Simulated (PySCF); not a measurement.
Compound: C₆H₁₀FNSi₂.
Atom-mapped SMILES: `[CH2:1]=[C:2]([CH3:3])[Si@@H:4]1[CH2:5][C@@H:6]([C:7]#[N:8])[Si@H:9]1[F:10]` (hydrogens: H11, H12 on C1; H13, H14, H15 on C3; H16 on Si4; H17, H18 on C5; H19 on C6; H20 on Si9)

Cartesian coordinates in Å at the GFN2-xTB level; atoms count from 1:
```xyz
20
C6H10FNSi2 angstrom
C     -2.0212    1.5269    0.8617
C     -1.8401    0.3448    0.2884
C     -2.9417   -0.3338   -0.4673
Si    -0.2088   -0.6051    0.3744
C      1.3015    0.3419    1.1180
C      2.3465    0.1892   -0.0252
C      3.4227   -0.6541    0.3751
N      4.2676   -1.3516    0.7108
Si     1.2528   -0.6089   -1.4353
F      1.8146   -2.0565   -1.8856
H     -2.9642    2.0508    0.8129
H     -1.2399    2.0222    1.4127
H     -3.8648    0.2404   -0.4238
H     -2.6586   -0.4624   -1.5115
H     -3.1262   -1.3238   -0.0533
H     -0.4657   -1.8879    1.0572
H      1.1120    1.3963    1.3137
H      1.6748   -0.0832    2.0488
H      2.7758    1.1525   -0.3101
H      1.3578    0.1128   -2.6988
```

Computed at PBE0/pcSseg-1 (PySCF, non-relativistic), with Q(14N) = 0.02044 b: N8, 14N (I = 1): χzz = -4.469 MHz, η = 0.129.

Question: Find the zero-field quadrupole resonance frequencies of 14N at N8.

Answer: From ν± = (3/4)|χ|(1 ± η/3) and ν0 = |χ|η/2: ν+ 3.496 MHz, ν− 3.207 MHz, ν0 0.289 MHz (nitrile nitrogen).

In a crystal, neighbours and librations shift these lines. One conformer (not necessarily the lowest) at the GFN2-xTB geometry, without solvent, vibrations or thermal averaging. GFN2-xTB bond lengths can be off by several hundredths of an ångström, more for odd bonds, and the gradients follow them. A larger basis could move these couplings by a tenth or more.
